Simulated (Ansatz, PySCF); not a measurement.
Dimer: PH3 (SMILES P) (first 4 atoms) with AsH3 (SMILES [AsH3]); geometry from B3LYP-D3(BJ)/def2-TZVP, rigid monomers moved along the line of their centres of mass till P1···As5 is 4.19 Å.
(charge 0, multiplicity 1):
```json
[
 {"atom": "P", "x (Å)": "-0.5518", "y (Å)": "0.1766", "z (Å)": "0.2743"},
 {"atom": "H", "x (Å)": "0.7162", "y (Å)": "-0.4564", "z (Å)": "0.2556"},
 {"atom": "H", "x (Å)": "-1.2642", "y (Å)": "-1.0484", "z (Å)": "0.2453"},
 {"atom": "H", "x (Å)": "-0.5941", "y (Å)": "0.3428", "z (Å)": "-1.1351"},
 {"atom": "As", "x (Å)": "-0.4400", "y (Å)": "-0.2923", "z (Å)": "4.4336"},
 {"atom": "H", "x (Å)": "-1.8038", "y (Å)": "0.3852", "z (Å)": "4.4715"},
 {"atom": "H", "x (Å)": "0.2936", "y (Å)": "1.0413", "z (Å)": "4.4921"},
 {"atom": "H", "x (Å)": "-0.4049", "y (Å)": "-0.4527", "z (Å)": "5.9519"}
]
```

Quantity: the interaction energy.

Interaction energies are E(AB) − E(A) − E(B) at the monomers' geometry in the complex; basis-set methods are counterpoise corrected.

Correlated levels freeze the cores. Filled d and f shells under p-block atoms count as core. CBS: X⁻³ extrapolation of the correlation energy, Hartree–Fock from the larger set.

Codes used: Ansatz (Gaussian orbitals); PySCF for the dispersion terms. 

Costs are ratios of core time to PBE/def2-TZVPPD (roughly 7 s), for whole runs (searches for the state included, and forces where a run took them) on one shared machine, so rough; each difference counts from -0.88 kcal/mol (CCSD(T)/CBS(def2-SVPD, def2-TZVPPD), a level with limits of its own).

```csv
level,basis functions,cost,difference (kcal/mol)
PBE/def2-TZVPPD,204,×1,0.29
PBE-D3(BJ)/def2-TZVPPD,204,×1,-0.39
PBE0/def2-TZVPPD,204,×1,0.36
PBE0-D3(BJ)/def2-TZVPPD,204,×1,-0.37
B3LYP/def2-TZVPPD,204,×2,0.84
B3LYP-D3(BJ)/def2-TZVPPD,204,×2,-0.33
r2SCAN/def2-TZVPPD,204,×2,0.21
r2SCAN-D3(BJ)/def2-TZVPPD,204,×2,-0.11
wB97X-V/def2-TZVPPD,204,×3,-0.13
CCSD(T)/def2-SVPD,110,×3,0.06
wB97M-V/def2-TZVPPD,204,×4,-0.07
CCSD(T)/def2-TZVPPD,204,×20,0.03
```

What the step from CCSD(T)/def2-SVPD to CCSD(T)/def2-TZVPPD costs and buys: 110 to 204 functions, cost ×6 (rough); the difference goes from 0.06 to 0.03 kcal/mol.

Ansatz is a quantum-chemistry and plane-wave program.
